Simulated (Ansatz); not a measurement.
Molecule: sum formula SnOCl2 (charge -1, doublet). SMILES of the parent species: [O]=[Sn]([Cl])[Cl]
Geometry from a B3LYP-D3(BJ)/def2-TZVP (Ansatz, a program for electronic structure) optimisation:
```xyz
4

Sn    -0.4195    -0.1220     0.3206
O     -1.3841    -1.5052    -0.6011
Cl    -0.1003     1.8390    -1.1976
Cl     1.9853    -0.7718     0.5377
```
Charge -1, spin multiplicity 2.

Parts of the frozen-core correlation energy in STO-3G (Ansatz, hartree). Frozen orbitals: 34; correlated occupied orbitals by spin: 13 and 12; virtual: 3 and 4. Open shells are spin-unrestricted. Spin-orbit coupling is left out. Past Kr the def2 sets carry scalar-relativistic core potentials. STO-3G rows are all-electron and non-relativistic.

| term | value |
|---|---|
| reference (HF) | -6946.35099 |
| MP2 opposite-spin | -0.03486 |
| MP2 same-spin | (withheld) |
| CCSD correlation | (withheld) |
| (T) | (withheld) |
| T1 diagnostic | 0.037 |
| largest doubles amplitude | 0.074 |
| <S^2> of the reference | 0.770 |

Task: Some entries are withheld; supply them.

Result: 
- MP2 same-spin, value: -0.00587
- CCSD correlation, value: -0.06140
- (T), value: -0.00270
